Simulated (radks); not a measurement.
Results of a calculation; reference values are marked as such.
Spherical jellium clusters: N electrons in a uniform positive sphere of charge N and radius rs N^(1/3), rs = 2.23 bohr. Level of theory: non-relativistic Kohn-Sham, exchange-only LDA, spin-polarised, spherical densities (a radial shooting solver with Libxc functionals). Levels are named by radial order and angular momentum (1s, 1p, 1d, 2s, ...), and open shells are averaged over m.

N = 34, configuration 1s2 1p6 1d10 2s2 1f14. This is the lowest configuration that the search found. Occupied and some empty levels:

level,occupation,eigenvalue (eV),<r> (bohr)
1s,2,-10.720,3.893
1p,6,-8.4136,4.964
1d,10,-5.8934,5.723
2s,2,-5.5182,5.049
1f,14,-3.1723,6.411
2p,0,-2.5823,6.233
1g,0,-0.37054,7.349
2d,0,-0.27827,9.551

Energy (eV): total 12.3781, kinetic 170.54, external -5073.7, Hartree 2469.3, exchange-correlation -166.20, background 2612.5. Static polarisability (adiabatic kernel): 610.1 bohr^3, against R^3 = 377.0 for a classical metal sphere.
